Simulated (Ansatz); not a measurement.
This singlet lies 0.88 eV below the relaxed triplet at the level frozen-core CCSD(T)/cc-pVTZ // B3LYP-D3(BJ)/def2-TZVP (Ansatz, a quantum-chemistry and plane-wave program).

Species: C₂H₄OSi, SMILES `C[Si]C=O` (lower singlet; C–Si–C–O torsion 93°) (charge 0, multiplicity 1).

Question: Give a relaxed geometry from Ansatz with B3LYP-D3(BJ)/def2-TZVP.

Answer: Several could match; the one computed here: the end point of this relaxation, one of several conformers (outside a Z-matrix the atoms follow the SMILES, hydrogens last).
Z-matrix (Å, degrees):
```
C
H 1 1.0911
H 1 1.0921 2 108.69
H 1 1.0962 2 107.86 3 116.48
Si 1 1.9176 2 110.47 4 119.62
C 5 1.8883 1 95.92 2 163.52
O 6 1.2337 5 89.32 1 -93.38
H 6 1.1040 7 120.12 5 178.72
```
